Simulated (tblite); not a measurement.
**Question.** Give a GFN2-xTB geometry of `c1nc2c(nsn2)nc1`.

**Answer.** 
```xyz
11
C4H2N4S angstrom
C     -1.338   -0.195    0.917
C     -1.520   -0.365   -0.478
N     -0.554   -0.245   -1.351
C      0.642    0.056   -0.828
N      1.775    0.230   -1.506
S      2.934    0.575   -0.457
N      2.090    0.527    0.902
C      0.828    0.232    0.596
N     -0.186    0.101    1.461
H     -2.170   -0.306    1.597
H     -2.494   -0.608   -0.879
```

Any rigid rotation of these coordinates is as good. Atoms count from 1 in this order. The 9 heavy atoms lie in one plane (0.000 Å rms). The 6 C–N bonds span 1.308 Å (C2–N3, aromatic) to 1.339 Å (N3–C4, aromatic), a spread of 0.031 Å. S6 (ring sulfur) is bent (angle 99.7°). The 6-membered ring C1–C2–N3–C4–C8–N9 has internal angles of 114.8° to 123.4° (sum 720°, against 720° for a flat polygon); it is planar, 0.00 Å rms from its mean plane, widest ring torsion 0°.

Bonds between heavy atoms (Å): C1–C2 1.417, C2–N3 1.308, N3–C4 1.339, C4–N5 1.332, N5–S6 1.601, S6–N7 1.601, N7–C8 1.332, C8–N9 1.339, C1–N9 1.308, C4–C8 1.447.

Computed geometry: GFN2-xTB, gas phase.

Point group: C2v (every atom within 0.08 Å of its image). Its GFN2-xTB frequencies are all real (lowest 183 cm⁻¹).

The run took under 0.1 s on Arm Neoverse V1, one thread, shared host with 32 logical CPUs at a one-minute load of 31. This is the geometry optimisation.
